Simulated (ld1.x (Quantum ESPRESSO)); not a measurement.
**What one change does to a pseudopotential (silicon (Si), RRKJ)**

silicon, norm-conserving RRKJ (Kleinman–Bylander form), made with ld1.x (Quantum ESPRESSO) 7.5 (PBE, scalar-relativistic). Core [Ne], reference 3s2 3p1 (charge +1). Waves: 3s (bound): rc 1.70 bohr; 3p (bound): rc 2.20 bohr. Local part: all-electron potential smoothed inside 2.10 bohr (lloc = -2). Core correction: Bessel-smoothed model core, default radius (core density twice the valence density). rho0 = 0.01.

Change: core correction none.

Cutoffs: the cutoffs (Ry, on a coarse ladder) from which the occupation-weighted sum of valence levels, in a spherical-Bessel basis at the reference potential, stays within 10 and 1 mRy of its value at 400 Ry; they do not see the model core or the augmentation charge, which bear on the density cutoff. Errors are all-electron minus pseudo energies relative to the spin-unpolarised reference configuration.

**Question.** What does the change do?

**Answer.** The potential gets neither clearly harder nor softer (30 Ry and 50 Ry → 30 Ry and 50 Ry); of the 7 tests that both files solve, the error grows in 1 and shrinks in 6 by more than 15 % and 0.3 meV (median size 5.1 → 1.0 meV); neither file shows a bound ghost. The default core radius of the base comes out at 1.13 bohr.

| quantity | base | changed |
| --- | --- | --- |
| cutoff, loose | 30 Ry | 30 Ry |
| cutoff, tight | 50 Ry | 50 Ry |
| bound ghosts | none | none |
| error for 3s2 3p2, meV [ΔE -7.74 eV] | +3.2 | +0.4 |
| error for 3s2 3p0, meV [ΔE 15.99 eV] | +10 | +3.3 |
| error for 3s1 3p0, meV [ΔE 49.96 eV] | +51 | +81 |
| error for 3s2 3p1.5, meV [ΔE -4.82 eV] | +1.3 | +0.3 |
| error for 3s2 3p2.3, meV [ΔE -8.67 eV] | +4.1 | +0.3 |
| error for 3s1 3p2, meV [ΔE 7.43 eV] | -5.1 | +2.0 |
| error for 3s0 3p4, meV [ΔE 6.04 eV] | -18 | -1.0 |
| s: phases at 2.41 bohr within 0.05 rad from the reference energy up to (Ry; the scan ends near 5) | 2.3 | 2.3 |
| p: phases at 2.41 bohr within 0.05 rad from the reference energy up to (Ry; the scan ends near 5) | 3.3 | 3.3 |
